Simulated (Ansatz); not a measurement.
Isomers of Li$_{6}$Al (doublet), relaxed with PBE0-D4/def2-TZVP; total energies from Ansatz at CAM-B3LYP-D4/def2-TZVP.

```
isomer                                                         description  energy (Eh)
     A  point group Cs; 5 × Al–Li 2.61 to 2.71 Å; 4 × Li–Li 2.89 to 2.96 Å   -287.44845
     B  point group C2; 6 × Al–Li 2.58 to 2.62 Å; 3 × Li–Li 3.03 to 3.05 Å   -287.45856
     C  point group Cs; 6 × Al–Li 2.59 to 2.65 Å; 4 × Li–Li 2.97 to 3.07 Å   -287.45948
```

The isomers come from a short search, and lower ones may exist.

Task: Work out the relative energies (1 Eh = 2625.5 kJ/mol) and the Boltzmann populations at 800 K from electronic energies alone (R = 8.314 J/mol/K).

Result: ΔE: A 29.0, B 2.4, C 0.0 kJ/mol. RT = 6.65 kJ/mol. Factors exp(−ΔE/RT): A 0.0128, B 0.697, C 1; sum 1.710. Populations: A 0.7 %, B 40.8 %, C 58.5 %. Zero-point energy, vibrational entropy and symmetry numbers are left out and can shift these; an error of 4 kJ/mol changes a ratio by a factor of 1.8. Over the other density-functional and correlated levels in def2 sets, the gap between C and B ranges from 1 to 4 kJ/mol.
